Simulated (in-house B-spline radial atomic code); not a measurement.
A calculation on the bismuth ion Bi⁷⁺: its settings, and results tabulated from the run. Method: scalar-relativistic (X2C) SCAN, spin-polarised, spherical fractional occupations, Fermi nucleus of rms radius 5.5211 fm. Calculated with a radial B-spline atomic code at the basis-set limit.

Command:
```bash
python run_scf.py task.json out
```
Settings (nuclear radius in fm, mass in u):
```
Z                83
configuration    [Xe] 4f14 5d8
hamiltonian      x2c
method           scan,scan
spin_polarised   True
nucleus          fermi
rms_radius       5.5211
atomic_mass      208.9804
speed_of_light   137.035999084
```

Output (hartree, bohr):
```
 radial grid: 66 intervals, B-splines of order 8, outer radius 18.8312 bohr

 iter        energy (Eh)    residual
    1      -21523.799436    4.11e-01
    2      -21523.823354    3.60e-03
    3      -21523.823469    1.04e-03
    4      -21523.823472    5.43e-04
    5      -21523.823473    6.52e-05
    6      -21523.823473    1.48e-05
    7      -21523.823473    1.25e-06
    8      -21523.823473    2.46e-07

 total energy                    -21523.82347
 kinetic                           25171.9876
 electron-nucleus                 -54323.3141
 Hartree                            8028.9608
 exchange-correlation               -401.4578

 orbital      occ     eigenvalue          <r>       <r^2>       <1/r>       r_max
 1s up      1.000     -3325.1847    0.0149199 0.000316412     115.986    0.008643
 1s down    1.000     -3325.1844    0.0149199 0.000316412     115.986    0.008643
 2s up      1.000      -601.3138    0.0655495  0.00515722     27.4161     0.05596
 2s down    1.000      -601.3065    0.0655495  0.00515723     27.4162     0.05596
 2p up      3.000      -517.6066    0.0598452  0.00439956     21.6271     0.04619
 2p down    3.000      -517.5993    0.0598451  0.00439955     21.6272     0.04619
 3s up      1.000      -148.3706      0.17086   0.0335528     9.80425      0.1584
 3s down    1.000      -148.3673     0.170858   0.0335514     9.80429      0.1584
 3p up      3.000      -124.1909     0.172691   0.0347102     8.28187      0.1582
 3p down    3.000      -124.1868     0.172687   0.0347082     8.28196      0.1582
 3d up      5.000       -98.5858     0.157519   0.0290465     7.60993      0.1295
 3d down    5.000       -98.5785     0.157519   0.0290459     7.60986      0.1295
 4s up      1.000       -37.0375     0.376792    0.160361     4.09238      0.3566
 4s down    1.000       -37.0246     0.376831    0.160383     4.09135      0.3567
 4p up      3.000       -29.0240     0.400926    0.182792      3.5355      0.3752
 4p down    3.000       -29.0125     0.400927    0.182771     3.53493      0.3753
 4d up      5.000       -19.4871     0.422325    0.205872     3.14083      0.3818
 4d down    5.000       -19.4739     0.422224    0.205725     3.14099      0.3819
 5s up      1.000        -9.3700     0.828974    0.768256     1.69286       0.771
 5s down    1.000        -9.2914     0.826371    0.763633     1.70048      0.7687
 5p up      3.000        -7.0763      0.93057    0.971455     1.44189      0.8568
 5p down    3.000        -6.9870     0.928497    0.967758     1.44709      0.8544
 4f up      7.000        -9.1875     0.440475    0.231408     2.74678      0.3426
 4f down    7.000        -9.1718     0.439877    0.230586     2.74886      0.3426
 5d up      5.000        -4.3366      1.13256     1.45342     1.15136       1.003
 5d down    3.000        -4.2486      1.13546     1.46277      1.1498       1.001
```

Run time, properties included: 0.43 s on 1 thread of Arm Neoverse V2 (shared host).

One-electron X2C: radii and densities carry no picture-change correction, so inner-shell <1/r> comes out high (for 1s by about 2 % at Z = 33, 5 % at 54, 10 % at 75, 30 % at 118) and <r> low.
